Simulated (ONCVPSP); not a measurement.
## Transferability test, ONCV potential for tungsten (W)

W (Z = 74), optimised norm-conserving Vanderbilt (ONCV), made with ONCVPSP 4.0.1 (PBEsol, scalar-relativistic). Core [Kr] 4d10 4f14, reference 5s2 5p6 5d4 6s1.5 6p0.5. Waves: 5s+6s: rc 1.50 bohr, ncon 4, nbas 9, qcut 6.2 1/bohr, 2 projectors; 5p+6p: rc 2.30 bohr, ncon 4, nbas 7, qcut 5.4 1/bohr, 2 projectors; 5d: rc 2.80 bohr, ncon 5, nbas 10, qcut 6.3 1/bohr, 1 projector. Local part: polynomial inside 1.05 bohr (lpopt 5, dvloc0 0 Ha). Core correction: none.

Energies are relative to the spin-unpolarised reference configuration 5s2 5p6 5d4 6s1.5 6p0.5; without spin polarisation the order of configurations can differ from experiment.

```json
{"valence configuration": "5s2 5p6 5d4 6s2 6p0", "charge": "0", "ΔE all-electron (eV)": "-2.239", "error AE − PS (meV)": "+0.6"}
{"valence configuration": "5s2 5p6 5d4 6s1 6p0", "charge": "+1", "ΔE all-electron (eV)": "6.686", "error AE − PS (meV)": "-2.3"}
```

(1) What are ΔE and the potential's error for 5s2 5p6 5d3 6s2 6p1?

(2) What are ΔE and the potential's error for 5s2 5p6 5d4 6s0 6p0?

Note: no bound ghost flagged; GHOST(+) flagged for s at 55.6 eV.

## Answers

(1) ΔE = 1.826 eV all-electron; the error (AE − PS) is +7.3 meV.

(2) ΔE = 22.382 eV all-electron; the error (AE − PS) is -5.4 meV.
